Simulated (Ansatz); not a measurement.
The cluster Li₉ (the lowest doublet isomer of a short search) was relaxed with r2SCAN (def2-TZVP) in Ansatz in these states: charge +1 singlet, neutral doublet. The geometries follow in no particular order.

A:

```xyz
9

Li   -1.765   -0.967   -1.825
Li    1.980   -1.250    1.378
Li   -0.539    2.045   -1.524
Li   -2.492    0.771    0.760
Li    0.000    0.000    0.000
Li   -1.011   -2.117    1.133
Li    1.341   -1.294   -1.821
Li    2.277    1.448   -0.313
Li    0.209    1.365    2.211
```

B:

```xyz
9

Li    2.256    0.054    1.595
Li   -1.804   -1.932   -0.816
Li    0.024    2.320    1.036
Li    2.209    1.243   -1.095
Li    0.001    0.003   -0.001
Li    1.443   -1.899   -0.856
Li   -0.696   -1.181    2.133
Li   -2.664    0.646    0.310
Li   -0.768    0.746   -2.305
```

Task: Judge from the bond lengths which geometry belongs to which state (an estimate).

Result: A is the charge +1 singlet (Li1–Li4 3.198 Å, Li2–Li8 3.198 Å, Li5–Li6 2.606 Å); B is the neutral doublet (Li1–Li4 2.942 Å, Li2–Li8 2.942 Å, Li5–Li6 2.535 Å).

These are the stationary points nearest to one start from a short search; other shapes may lie lower in each state.
